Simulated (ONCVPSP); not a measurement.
# Before and after: ONCV potential for Si

* Element: Si
* Generator: ONCVPSP 4.0.1
* Type: optimised norm-conserving Vanderbilt (ONCV)
* Functional: BLYP
* Relativity: scalar-relativistic
* Frozen core: [He]
* Valence charge: 12
* Reference configuration: 2s2 2p6 3s2 (charge +2)
* Partial waves: 2s+3s: rc 1.00 bohr, ncon 3, nbas 7, qcut 13.9 1/bohr, 2 projectors; 2p: rc 0.95 bohr, ncon 4, nbas 9, qcut 12.4 1/bohr, 2 projectors, debl 2.2 Ha
* Local potential: polynomial inside 0.75 bohr (lpopt 3, dvloc0 -1 Ha)
* Core correction: none

In the p channel the program set the typed energies aside and used -4.297, 0.250 Ha.

All-electron outer shells of the reference configuration (BLYP, scalar-relativistic, ld1.x):

| shell | level (eV) | outermost node (bohr) | outermost maximum (bohr) |
| --- | --- | --- | --- |
| 1s | -1809.14 | – | 0.07 |
| 2s | -160.62 | 0.15 | 0.45 |
| 2p | -116.93 | – | 0.39 |
| 3s | -28.48 | 0.71 | 1.69 |

Change: p: rc 0.66; local potential polynomial inside 0.66 bohr (lpopt 3, dvloc0 -1 Ha).

Cutoffs: the cutoffs (Ha) at which the residual kinetic energy of the hardest occupied pseudo-wave falls to 1 and 0.1 mHa per electron; they do not see the model core or the augmentation charge, which bear on the density cutoff. Errors are all-electron minus pseudo energies relative to the spin-unpolarised reference configuration.

Task: How do hardness, ghosts and transferability respond?

Result: The potential gets harder (72 Ha and 191 Ha → 603 Ha and 762 Ha); of the 4 tests that both files solve, the error grows in 0 and shrinks in 4 by more than 15 % and 0.3 meV (median size 2.8 → 2.2 meV); neither file shows a bound ghost. A smaller radius makes the pseudo-wave follow the all-electron one further in, where it bends more sharply, so more plane waves are needed. Less of the atom is replaced, so other configurations are described better.

```tsv
quantity	base	changed
cutoff, loose	72 Ha	603 Ha
cutoff, tight	191 Ha	762 Ha
loose cutoff by channel	s 30 Ha, p 72 Ha	s 30 Ha, p 603 Ha
bound ghosts	none	none
GHOST(+) flags under 300 eV	none	none
error for 2s2 2p6 3s2 3p2, meV [ΔE -23.48 eV]	+3.3	+2.6
error for 2s2 2p6 3s2 3p1, meV [ΔE -15.89 eV]	+1.5	+1.2
error for 2s2 2p6 3s1, meV [ΔE 34.00 eV]	-2.4	-1.8
error for 2s2 2p6 3s0, meV [ΔE 79.47 eV]	-11	-7.9
s: phases at 1.01 bohr within 0.05 rad from the reference energy up to (Ha; the scan ends near 5)	to the end of the scan	to the end of the scan
```
